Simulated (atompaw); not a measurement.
How hard is this In PAW (atompaw) potential?

indium, PAW, made with atompaw 4.2.0.5 (PBEsol, scalar-relativistic). Core [Kr], reference 4d10 5s2 5p1. Waves: 5s (bound): rc 2.50 bohr; 5s channel at 0.2 Ry: rc 2.50 bohr; 5p (bound): rc 2.50 bohr; 5p channel at 3.05 Ry: rc 2.50 bohr; 4d (bound): rc 1.65 bohr; 4d channel at -0.55 Ry: rc 1.65 bohr. Local part: troulliermartins scheme with l = 3 at 0 Ry, radius 2.45 bohr. Core correction: smooth core density matched at 2.10 bohr. Augmentation charge: sinc compensation charge, radius 2.35 bohr; PAW radius 2.50 bohr; waves and projectors: custom rrkj gramschmidtortho.

The pseudo-atom Hamiltonian at the reference potential is diagonalised in spherical Bessel functions j_l(qr) that vanish at 20 bohr, with q² up to the cutoff. All-electron valence levels (Ry): 5s -0.6068, 5p -0.1851, 4d -1.3664.

How do the lowest levels (Ry) of each channel move with the cutoff, and are there ghosts?

| cutoff (Ry) | s #1 | p #1 | d #1 | f #1 | f #2 | Σ f·Δε (mRy) |
| --- | --- | --- | --- | --- | --- | --- |
| 8 | -0.6067 | -0.1851 | 0.0346 | 0.1006 | 0.2238 | 14010.3 |
| 12 | -0.6068 | -0.1851 | 0.0243 | 0.1006 | 0.2238 | 13907.0 |
| 15 | -0.6068 | -0.1851 | -0.0963 | 0.1005 | 0.2238 | 12701.0 |
| 21 | -0.6068 | -0.1851 | -1.1540 | 0.1005 | 0.2238 | 2123.9 |
| 25 | -0.6068 | -0.1852 | -1.2776 | 0.1005 | 0.2238 | 887.5 |
| 35 | -0.6068 | -0.1852 | -1.3622 | 0.1005 | 0.2238 | 41.6 |
| 45 | -0.6068 | -0.1852 | -1.3652 | 0.1005 | 0.2238 | 12.1 |
| 50 | -0.6068 | -0.1852 | -1.3656 | 0.1005 | 0.2238 | 8.1 |
| 60 | -0.6068 | -0.1852 | -1.3662 | 0.1005 | 0.2238 | 2.4 |
| 70 | -0.6068 | -0.1852 | -1.3663 | 0.1005 | 0.2238 | 0.9 |
| 90 | -0.6068 | -0.1852 | -1.3663 | 0.1005 | 0.2238 | 0.5 |
| 400 | -0.6068 | -0.1852 | -1.3664 | 0.1005 | 0.2238 | 0.0 |

Result: no extra level below or beside the all-electron valence levels (s, p, d, f tested); 10 mRy is reached at 50 Ry and 1 mRy at 70 Ry.
